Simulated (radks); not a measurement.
Question: All-electron atom: Ta LIV in [Ar] 3d2. Calculated with a radial shooting solver on a logarithmic mesh with Libxc functionals: Dirac Kohn-Sham, PBE, spin-unpolarised, spherical densities, finite nucleus; open shells fill j = l - 1/2 first; Fermi nuclear charge, rms radius 5.3507 fm. Some entries of the table are withheld. Estimate them.

| orbital | occ. | eigenvalue (hartree) | r(max) (bohr) | <r^2> (bohr^2) |
|---|---|---|---|---|
| 1s1/2 | 2 | -2604.399 | 0.01168 | 0.0004788 |
| 2s1/2 | 2 | -553.9634 | 0.06684 | 0.007203 |
| 2p1/2 | 2 | -536.3598 | 0.04977 | 0.005146 |
| 2p3/2 | 4 | -489.0542 | 0.05642 | 0.006303 |
| 3s1/2 | 2 | -210.9185 | 0.1821 | 0.04238 |
| 3p1/2 | 2 | -203.9951 | 0.1697 | 0.03826 |
| 3p3/2 | 4 | -192.1777 | 0.1819 | 0.04327 |
| 3d3/2 | 2 | -182.0318 | 0.1403 | 0.03215 |
| 3d5/2 | 0 | -179.2944 | 0.1437 | 0.03348 |
| 4s1/2 | 0 | -109.2520 | 0.3690 | 0.1515 |
| 4p1/2 | 0 | (1) | 0.3610 | (2) |
| 4p3/2 | 0 | (3) | 0.3788 | (4) |

Answer: 
(1) 4p1/2 eigenvalue (hartree): -106.2498
(2) 4p1/2 <r^2> (bohr^2): 0.1464
(3) 4p3/2 eigenvalue (hartree): -101.8210
(4) 4p3/2 <r^2> (bohr^2): 0.1597
